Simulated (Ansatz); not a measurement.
One change: `[CH3][Ga]([CH3])[C]#N` becomes `[CH3][Ga]([CH3])[TeH]`.

Ansatz, PBE0-D4/def2-TZVP geometries, multiplicity 1. 

Elements past krypton have def2 core potentials. Scalar relativity is left out up to krypton.

| property | `[CH3][Ga]([CH3])[C]#N` |
| --- | --- |
| size of the dipole moment (B3LYP/def2-TZVPP) / D | 4.65 |
| HOMO energy (B3LYP/def2-TZVPP) / eV | -8.17 |
| HOMO–LUMO gap (PBE0/def2-TZVPP) / eV | 6.63 |
| HOMO–LUMO gap (PBE/def2-TZVPP) / eV | 4.57 |
| size of the dipole moment (PBE/def2-TZVPP) / D | 4.54 |
| HOMO–LUMO gap (ωB97M-V/def2-TZVPP) / eV | 10.58 |

Problem. Give the same properties after the change, and the shifts. (An estimate is asked.)

Solution. Computed: 
| property | `[CH3][Ga]([CH3])[TeH]` | shift |
| --- | --- | --- |
| size of the dipole moment (B3LYP/def2-TZVPP) / D | 1.67 | -2.98 |
| HOMO energy (B3LYP/def2-TZVPP) / eV | -6.25 | 1.92 |
| HOMO–LUMO gap (PBE0/def2-TZVPP) / eV | 5.59 | -1.04 |
| HOMO–LUMO gap (PBE/def2-TZVPP) / eV | 3.86 | -0.71 |
| size of the dipole moment (PBE/def2-TZVPP) / D | 1.61 | -2.93 |
| HOMO–LUMO gap (ωB97M-V/def2-TZVPP) / eV | 9.29 | -1.29 |

With PBE0 the HOMO rises by 1.94 eV and the LUMO rises by 0.91 eV, so the gap narrows by about 1.03 eV. PBE moves the HOMO by 1.69 eV and ωB97M-V by 2.10 eV. Dipoles are sizes alone; their direction can turn.

B3LYP here is the variant with VWN-RPA as its local correlation; programs differ in this.

Spin–orbit coupling is left out; it splits and shifts lone-pair levels of the heavy atoms by tenths of an eV.
